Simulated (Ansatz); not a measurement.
Sr2O3 (the lowest singlet isomer of a short search). Total charge 0; singlet. Geometry PBE0-D4/def2-SVP, basis def2-TZVP, Ansatz.

```xyz
5

Sr   -0.583   -0.647    1.403
Sr    0.306    1.142   -1.152
O    -0.107   -1.125   -0.824
O     1.163   -0.765   -0.131
O    -0.779    1.394    0.705
```

| run | HOMO (eV) | LUMO (eV) |
| --- | --- | --- |
| A | -3.20 | -1.50 |
| B | -7.83 | 0.29 |
| C | -4.12 | -1.24 |
| D | -3.28 | -0.92 |
| E | -3.48 | -1.53 |
| F | -4.52 | -0.94 |

In the def2 sets Sr takes a core potential; there is no spin–orbit coupling. HSE06 is defined as in plane-wave codes, on full-range PBE exchange. The structure holds one bond between oxygen atoms, so isomers without such links may lie far lower. The structure comes from a short search, and lower isomers may exist.

The runs used HF, HSE06, LDA (SPW92), PBE, PBE0, r2SCAN. Estimate which is which.

A PBE (0 % exact exchange); B HF (100 % exact exchange); C HSE06 (range-separated); D r2SCAN (0 % exact exchange); E LDA (SPW92) (0 % exact exchange); F PBE0 (25 % exact exchange). Exact exchange lowers occupied and raises empty levels; among semilocal functionals meta-GGAs tend to open the gap a little, and such runs are hard to tell apart. The gap grows from 1.71 eV (PBE) to 8.12 eV (HF).
